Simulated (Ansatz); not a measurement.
`C[NH][Al]([F])[Br]` + H–F → `C[NH][Al]([F])[F]` + HBr at 400 K and 1 bar (ligand exchange at the Al–Br bond).

Program: Ansatz. Geometries: PBE0-D4/def2-TZVP. ΔE: electronic, gas phase. CBS: MP2 limit from def2 TZ/QZ plus the TZ coupled-cluster correction, frozen cores. This one scheme is used for every species. For Br outer-core shells are correlated without core-valence functions, which leaves a few kJ/mol of doubt a bond. Scalar relativity is left out up to krypton. Each species was taken in one conformer, which may not be the lowest.

| species | CCSD(T)/CBS energy (Eh) | H − E (kJ/mol) | S (J/(mol·K)) |
| --- | --- | --- | --- |
| `C[NH][Al]([F])[Br]` | -3010.47210 | 186.2 | 395.7 |
| H–F | -100.39570 | 36.5 | 182.2 |
| `C[NH][Al]([F])[F]` | -536.95512 | 188.1 | 370.5 |
| HBr | -2573.91920 | 27.6 | 207.2 |

H − E and S are ideal-gas, rigid-rotor, harmonic terms from PBE0-D4/def2-TZVP, for one conformer and one mirror image of each species. 1 Eh = 2625.50 kJ/mol, R = 8.31446 J/(mol·K).

**Question.** By hand: ΔE, ΔH, ΔS and ΔG.

**Answer.** ΔE = (-536.95512) + (-2573.91920) − (-3010.47210) − (-100.39570) = -0.00652 Eh = -17.1 kJ/mol. Δ(H − E) = 188.1 + 27.6 − 186.2 − 36.5 = -7.0, so ΔH = -24.1 kJ/mol. ΔS = 370.5 + 207.2 − 395.7 − 182.2 = -0.2 J/(mol·K). ΔG = -24.1 − 400 × (-0.2)/1000 = -24.0 kJ/mol.

**Question.** By hand: the equilibrium constant, and the temperature at which ΔG would vanish if ΔH and ΔS stayed fixed.

**Answer.** log₁₀ K = −ΔG/(RT ln 10) = 3.1. ΔG = 0 at ΔH/ΔS = 120500 K, far beyond where these terms or the molecules hold.

The number of gas molecules stays the same, so ΔS is small and ΔH decides. A doubt of 5 kJ/mol in ΔE shifts log₁₀ K by 0.7 here. Other conformers and mirror images would add mixing entropy, several J/(mol·K) or more a flexible species. These are equilibria of isolated gas molecules and say nothing of rates. Largest T1 diagnostic: 0.012 (customary marks: 0.02 for closed shells, 0.045 for open ones).
